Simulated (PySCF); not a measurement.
C6H8O.
Z-matrix (Å and degrees, GFN2-xTB geometry), rows numbered from 1:
```
C 
C   1  1.3185
C   2  1.5061  1  123.82
C   3  1.5061  2  109.33  1  -119.98
C   4  1.3184  3  123.83  2   120.14
C   3  1.5171  2  108.19  1   122.40
O   6  1.1965  3  125.00  2    59.32
H   1  1.0764  2  121.66  3   179.77
H   1  1.0779  2  122.06  3     0.27
H   2  1.0809  1  121.48  3   179.61
H   3  1.0924  2  110.37  1     1.64
H   4  1.0809  3  114.65  2   -60.27
H   5  1.0779  4  122.01  3    -0.31
H   5  1.0764  4  121.74  3  -179.80
H   6  1.1076  3  113.96  2  -120.58
```

PySCF, density fitting, gas phase, GFN2-xTB geometry. The standard run uses grid level 2 after a coarse-grid start, the def2-universal JK fitting basis (with tight functions added where the orbital basis needs them), an energy threshold of 1e-9 Eh and DIIS. The changed runs have no coarse-grid stage.

**Question.** Standard PBE0/def2-SVPD: E = -308.033171 Eh, HOMO -7.314 eV, LUMO -1.135 eV, dipole 2.496 D, 14 cycles (coarse-grid cycles included). What changes at PBE0/def2-SVPD with: level shift 0.3 Eh?

**Answer.** E = -308.033171 Eh (0.000 mEh), HOMO -7.314 eV (0.000), LUMO -1.135 eV (0.000), dipole 2.496 D (0.000), 13 SCF cycles. The result matches the standard run within 0.02 mEh and 0.003 eV; such settings steer the iterations and don't enter the energy expression.

The cycles:
```
cycle   1  E = -307.8724836087  dE =  9.499e-01  |g| = 8.308e-01  |ddm| = 6.375e+00
cycle   2  E = -307.8544605236  dE =  1.802e-02  |g| = 1.009e+00  |ddm| = 2.344e+00
cycle   3  E = -308.0143544871  dE = -1.599e-01  |g| = 3.027e-01  |ddm| = 9.410e-01
cycle   4  E = -308.0319999624  dE = -1.765e-02  |g| = 6.629e-02  |ddm| = 5.018e-01
cycle   5  E = -308.0330884810  dE = -1.089e-03  |g| = 1.287e-02  |ddm| = 1.343e-01
cycle   6  E = -308.0331599351  dE = -7.145e-05  |g| = 4.544e-03  |ddm| = 4.471e-02
cycle   7  E = -308.0331691764  dE = -9.241e-06  |g| = 1.796e-03  |ddm| = 2.126e-02
cycle   8  E = -308.0331709607  dE = -1.784e-06  |g| = 6.239e-04  |ddm| = 1.008e-02
cycle   9  E = -308.0331712767  dE = -3.159e-07  |g| = 3.394e-04  |ddm| = 4.573e-03
cycle  10  E = -308.0331713511  dE = -7.445e-08  |g| = 1.568e-04  |ddm| = 2.283e-03
cycle  11  E = -308.0331713677  dE = -1.661e-08  |g| = 7.535e-05  |ddm| = 1.076e-03
cycle  12  E = -308.0331713715  dE = -3.828e-09  |g| = 3.781e-05  |ddm| = 4.998e-04
cycle  13  E = -308.0331713725  dE = -9.729e-10  |g| = 1.874e-05  |ddm| = 2.415e-04
```

**Question.** Standard PBE0/pcSseg-1: E = -308.206824 Eh, HOMO -7.244 eV, LUMO -0.984 eV, dipole 2.449 D, 14 cycles (coarse-grid cycles included). What changes at PBE0/pcSseg-1 with: grid level 3, energy threshold 1e-08 Eh?

**Answer.** E = -308.206825 Eh (-0.001 mEh), HOMO -7.244 eV (0.000), LUMO -0.984 eV (0.000), dipole 2.449 D (0.000), 10 SCF cycles. The result matches the standard run within 0.02 mEh and 0.003 eV.

The cycles:
```
cycle   1  E = -308.0757826477  dE =  9.762e-01  |g| = 7.926e-01  |ddm| = 3.431e+00
cycle   2  E = -307.7009670388  dE =  3.748e-01  |g| = 1.603e+00  |ddm| = 1.983e+00
cycle   3  E = -308.2004954136  dE = -4.995e-01  |g| = 1.565e-01  |ddm| = 1.518e+00
cycle   4  E = -308.2061638300  dE = -5.668e-03  |g| = 5.207e-02  |ddm| = 1.777e-01
cycle   5  E = -308.2067752155  dE = -6.114e-04  |g| = 1.453e-02  |ddm| = 5.420e-02
cycle   6  E = -308.2068153403  dE = -4.012e-05  |g| = 6.310e-03  |ddm| = 1.458e-02
cycle   7  E = -308.2068246239  dE = -9.284e-06  |g| = 1.711e-03  |ddm| = 5.305e-03
cycle   8  E = -308.2068252749  dE = -6.510e-07  |g| = 3.970e-04  |ddm| = 2.210e-03
cycle   9  E = -308.2068253081  dE = -3.323e-08  |g| = 4.470e-05  |ddm| = 4.076e-04
cycle  10  E = -308.2068253086  dE = -4.538e-10  |g| = 1.122e-05  |ddm| = 7.479e-05
```
